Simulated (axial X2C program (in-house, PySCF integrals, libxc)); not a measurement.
# Worked dissociation energy of NiSb: PBE50, scalar-relativistic

Calculated with an axial X2C code built on PySCF integrals. Spin-free means the one-electron spin-free X2C Hamiltonian. Basis: Sb dyall-cv3z [11s12p8d4f1g], Ni dyall-cv3z [9s9p6d3f2g] (cores contracted in-house); Gaussian nuclei, density fitting, unrestricted open shells. Masses: Sb 120.904 u, Ni 57.935 u.

Molecular state: M_S = 3/2, Λ = 2 (beyond evenly filled blocks: π+α, π-α, δ+α, δ+β, δ-α).

| Property | Result |
| --- | --- |
| E(Sb) (2M_S = 3, M_L = 0) | -6480.553290 hartree |
| E(Ni) (2M_S = 2, M_L = 3) | -1520.355889 hartree |
| E(NiSb) at Re | -8000.967371 hartree |
| ωe | 243.1 cm⁻¹ |
| ωexe | 0.689 cm⁻¹ |

Work out De and D0.

De = -6480.553290 + (-1520.355889) − (-8000.967371) = 0.05819 hartree = 1.583 eV. The zero-point energy is ωe/2 − ωexe/4 = 121 cm⁻¹ = 0.015 eV, so D0 = 1.568 eV.

One determinant describes the state; a PBE0 search over occupations chose it and may have missed a lower one. Dissociation energies refer to the lowest single-determinant-based atoms at the same level and basis. Other states lie close and PBE0, whose exact exchange favours high spin, may order them wrongly; the determinant shown need not be the ground state. The nearest other spin-free determinant of the search, M_S = 3/2, Λ = 1, lies 0.22 eV up at the distance of the search. The functionals have no current-density term, which raises determinants with orbital currents, atoms included.

Each atomic determinant is the lowest at this level and need not be a pure term. Totals compare only within one Hamiltonian and basis.
